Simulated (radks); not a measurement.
Spherical quantum dot in the effective-mass picture: electrons in a hard-walled sphere of radius 1.8, with a point charge +1 (a donor) at the centre, all in effective atomic units (hartree* = m*/eps^2 hartree, bohr* = eps/m* bohr), one dielectric constant everywhere. Method: non-relativistic Kohn-Sham, PBE, spin-polarised, spherical densities; computed with a radial shooting solver with Libxc functionals. Levels are named by radial order and angular momentum (1s, 1p, 1d, 2s, ...), and open shells are averaged over m. Results are scaled to m* = 0.066 and eps = 13.3, for which hartree* = 10.15 meV and bohr* = 10.66 nm. Each electron was tried in the lowest free levels, single moves between levels near the top were tried too, and the lowest total energy was kept; such a search can miss a lower state. At N = 1 the Hartree and exchange-correlation terms need not cancel, so that row can carry a self-interaction error.

| N | open shells | 2S | E (meV) | mu = E(N) - E(N-1) (meV) | addition energy mu(N+1) - mu(N) (meV) | e(HOMO) (meV) | rms radius (nm) |
|---|---|---|---|---|---|---|---|
| 1 | 1s(up 1, down 0) | 1 | 0.486235 | 0.48624 | 10.85 | 4.6356 | 9.138 |
| 2 | none | 0 | 11.8176 | 11.331 | 26.24 | 15.289 | 9.516 |
| 3 | 1p(up 1, down 0) | 1 | 49.3913 | 37.574 | 7.237 | 41.108 | 10.43 |
| 4 | 1p(up 2, down 0) | 2 | 94.2021 | 44.811 | 7.536 | 48.555 | 10.89 |
| 5 | 1p(up 3, down 0) | 3 | 146.549 | 52.347 | 10.03 | 56.153 | 11.20 |
| 6 | 1p(up 3, down 1) | 2 | 208.924 | 62.375 | 7.077 | 65.844 | 11.43 |
| 7 | 1p(up 3, down 2) | 1 | 278.376 | 69.452 | 7.339 | 73.098 | 11.61 |
| 8 | none | 0 | 355.168 | 76.791 | 26.12 | 80.498 | 11.75 |
| 9 | 1d(up 1, down 0) | 1 | 458.078 | 102.91 | 7.007 | 106.40 | 11.96 |
| 10 | 1d(up 2, down 0) | 2 | 567.997 | 109.92 | 7.070 | 113.45 | 12.13 |
| 11 | 1d(up 3, down 0) | 3 | 684.984 | 116.99 | 7.104 | 120.54 | 12.28 |
| 12 | 1d(up 4, down 0) | 4 | 809.076 | 124.09 | 7.124 | 127.65 | 12.40 |
| 13 | 1d(up 5, down 0) | 5 | 940.292 | 131.22 | 9.297 | 134.78 | 12.51 |
| 14 | 1d(up 5, down 1) | 4 | 1080.81 | 140.51 | 6.898 | 143.95 | 12.61 |
| 15 | 1d(up 5, down 2) | 3 | 1228.22 | 147.41 | 6.960 | 150.88 | 12.69 |
| 16 | 1d(up 5, down 3) | 2 | 1382.59 | 154.37 | 6.997 | 157.86 | 12.77 |
| 17 | 1d(up 5, down 4) | 1 | 1543.95 | 161.37 | 7.020 | 164.87 | 12.85 |
| 18 | none | 0 | 1712.34 | 168.39 | 18.64 | 171.90 | 12.91 |
| 19 | 2s(up 1, down 0) | 1 | 1899.37 | 187.02 | 11.21 | 191.54 | 12.87 |
| 20 | none | 0 | 2097.60 | 198.24 | 13.61 | 202.69 | 12.81 |
| 21 | 1f(up 1, down 0) | 1 | 2309.45 | 211.85 | 6.819 | 215.25 | 12.90 |
| 22 | 1f(up 2, down 0) | 2 | 2528.11 | 218.66 | 6.832 | 222.08 | 12.97 |
| 23 | 1f(up 3, down 0) | 3 | 2753.61 | 225.50 | - | 228.92 | 13.04 |

All shells are closed at N = 2, 8, 18, 20 (there: 1s2 1p6 1d10 2s2); the second difference of the energy has clear peaks (12 % above both neighbours; the first and last values, which can be the largest, are not judged, and half-filled shells can peak too) at N = 2, 5, 8, 13, 18, 20.
